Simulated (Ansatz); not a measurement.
One change: `Cl[SiH]1BC1` becomes `F[SiH]1BC1`.

Ansatz, PBE0-D4/def2-TZVP geometries, multiplicity 1. 

```
                                                                                  property  `Cl[SiH]1BC1`
                                                     HOMO energy (ωB97M-V/def2-TZVPP) / eV          -9.24
                                                       HOMO–LUMO gap (PBE/def2-TZVPP) / eV           3.76
ideal-gas entropy at 298 K and 1 bar (rigid rotor, harmonic PBE0-D4/def2-TZVP) / J/(mol·K)            310
                                                   HOMO–LUMO gap (ωB97M-V/def2-TZVPP) / eV           9.76
                                        size of the dipole moment (ωB97M-V/def2-TZVPP) / D           1.27
                                                         HOMO energy (PBE/def2-TZVPP) / eV          -6.13
```

(1) What does the change do to each property? (An estimate is asked.)

Answers

(1) Ansatz gave: 
| property | `F[SiH]1BC1` | shift |
| --- | --- | --- |
| HOMO energy (ωB97M-V/def2-TZVPP) / eV | -9.28 | -0.04 |
| HOMO–LUMO gap (PBE/def2-TZVPP) / eV | 3.51 | -0.25 |
| ideal-gas entropy at 298 K and 1 bar (rigid rotor, harmonic PBE0-D4/def2-TZVP) / J/(mol·K) | 297 | -13 |
| HOMO–LUMO gap (ωB97M-V/def2-TZVPP) / eV | 9.58 | -0.18 |
| size of the dipole moment (ωB97M-V/def2-TZVPP) / D | 0.92 | -0.35 |
| HOMO energy (PBE/def2-TZVPP) / eV | -6.10 | 0.03 |

Dipoles are sizes alone; their direction can turn.
